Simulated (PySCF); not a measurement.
C₆H₁₁O, doublet, geometry from GFN2-xTB. Base run: PySCF with HF/6-31G.

Here is a job for PySCF.
```python
from pyscf import gto, scf

mol = gto.Mole()
mol.atom = '''
    C    -0.97511288    1.58097870   -0.94203304
    C    -0.96231969    0.53522561    0.11085503
    C    -1.97227886   -0.54738907    0.09058227
    C     0.15344713    0.42274369    1.07514839
    C     1.00349514   -0.56158825    0.27571600
    C     2.07304886    0.06860748   -0.57898108
    O     0.77513768   -1.75479997    0.28390729
    H    -1.96906957    2.02875190   -1.00777574
    H    -0.25662568    2.37086978   -0.73304793
    H    -0.75760249    1.16387695   -1.93176553
    H    -2.62178701   -0.47275434   -0.77775111
    H    -2.58934883   -0.52972765    0.99332890
    H    -1.46799437   -1.52046669    0.07946754
    H    -0.16180915   -0.03317521    2.01389098
    H     0.67421938    1.36181235    1.24929421
    H     1.65956405    0.85865389   -1.19986032
    H     2.53323844   -0.68746312   -1.21024054
    H     2.83443576    0.50655300    0.06547593
'''
mol.basis = '6-31g'
mol.spin = 1
mol.verbose = 4
mol.build()

mf = scf.UHF(mol)
mf.kernel()
```

The base run was repeated with changes; each row names its change, and settings that it needs were set with it.

| change | basis functions | E (Eh) | HOMO (eV) | dipole (D) | outcome |
|---|---|---|---|---|---|
| base | 85 | -308.29617 | -8.24 | 3.35 | converged |
| basis = cc-pVDZ-DK; relativity = spin-free X2C | 153 | -308.59234 | -8.21 | 3.02 | converged |
| basis = cc-pVDZ-DK; relativity = none | 153 | -308.44316 | -8.21 | 3.03 | converged |
| basis = jorge-DZP-DKH; relativity = spin-free X2C; nucleus = Gaussian (with mol.nucmod = 'G') | 160 | -308.61540 | -8.26 | 3.18 | converged |
| basis = cc-pVDZ-DK; relativity = spin-free X2C; nucleus = Gaussian (with mol.nucmod = 'G') | 153 | -308.59231 | -8.21 | 3.02 | converged |
| basis = ANO-RCC-VDZP; relativity = spin-free X2C | 153 | -308.67782 | -8.31 | 3.35 | converged |
| basis = ANO-RCC-VDZP; relativity = none | 153 | -308.52210 | -8.31 | 3.36 | converged |
| basis = ANO-RCC-VDZP; relativity = spin-free X2C; nucleus = Gaussian (with mol.nucmod = 'G') | - | - | - | - | cut at the time limit |
| basis = jorge-DZP-DKH; relativity = spin-free X2C | 160 | -308.61543 | -8.26 | 3.18 | converged |
| basis = jorge-DZP-DKH; relativity = none | 160 | -308.46910 | -8.26 | 3.19 | converged |

Totals shift with the method and basis; they matter in differences.

Open shells are given as the SCF converged; they aren't shown to be the lowest states, and a large step between rows can be another state.

Basis sets contracted for a relativistic Hamiltonian are a mismatch without it, so the rows without relativity aren't non-relativistic limits. No row has spin-orbit coupling; sets with core potentials leave out the core electrons.
